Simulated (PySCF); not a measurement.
# TDDFT excited states: C7H13F

C₇H₁₃F.
SMILES: `CCC/C(C)=C/CF`

Computed, not measured: TDDFT wB97X-D/def2-SVPD, vertical, gas phase, core orbitals frozen in the response (PySCF). Geometry: PBE0-D3(BJ)/def2-SVP, one conformer, isolated molecule. Torsions of this conformer, `[CH3:1][CH2:2][CH2:3]/[C:4]([CH3:5])=[CH:6]/[CH2:7][F:8]`: C1–C2–C3–C4 177°, C2–C3–C4–C5 63°, C4–C6–C7–F8 132°.

```
state  E (eV)  E (hartree)       f  main configurations (H = HOMO, L = LUMO)
   S1    6.95       0.2556   0.516                                 H→L (92%)
   S2    7.21       0.2651   0.017                  H→L+1 (75%), H→L+3 (10%)
   S3    7.83       0.2878  0.0069     H-1→L (40%), H→L+3 (27%), H→L+2 (15%)
   S4    7.85       0.2885  0.0024     H-1→L (43%), H→L+3 (23%), H→L+2 (17%)
   S5    8.25       0.3031   0.013     H→L+4 (53%), H→L+3 (21%), H→L+2 (13%)
   S6    8.42       0.3093   0.015     H→L+4 (30%), H→L+2 (24%), H→L+5 (11%)
   S7    8.53       0.3133  0.0067     H-2→L (38%), H-4→L (18%), H-6→L (17%)
   S8    8.65       0.3179   0.024      H→L+5 (48%), H→L+7 (21%), H→L+9 (9%)
   S9    8.85       0.3253   0.012      H→L+6 (34%), H→L+8 (27%), H-3→L (9%)
  S10    8.87       0.3259   0.010      H-3→L (48%), H-2→L (13%), H→L+8 (8%)
```

Triplets (Tamm–Dancoff): T1 4.32 eV, H→L (88%); T2 7.20 eV, H→L+1 (77%), H→L+3 (10%); T3 7.47 eV, H-1→L (81%); T4 7.80 eV, H→L+3 (48%), H→L+2 (29%), H→L+5 (9%).

The lowest singlet comes at 178 nm (671 kJ/mol) in the vacuum ultraviolet; it is strong; its leading configuration is HOMO→LUMO (92%). The lowest level is also the most intense of those listed (f = 0.516). Löwdin shares by element: HOMO carbon 76% or more (atoms not listed hold the other 24%); LUMO carbon 67% or more (atoms not listed hold the other 33%). The oscillator strengths of these states sum to 0.623; summed over the whole spectrum of an exact calculation they would give the number of electrons, 64 (Thomas–Reiche–Kuhn). The listed states span 1.91 eV, and the widest gap between neighbours is 0.62 eV (S2 to S3). Weighted by f, the mean energy of these states is 7.19 eV. No computed singlet lies in the visible range (380 to 750 nm); the lowest, at 178 nm, stands 3.69 eV above its violet end (3.26 eV). All these states lie below the vertical ionisation energy of 9.09 eV (ΔSCF). Only the lowest 10 singlets were computed, as vertical energies without vibronic structure.
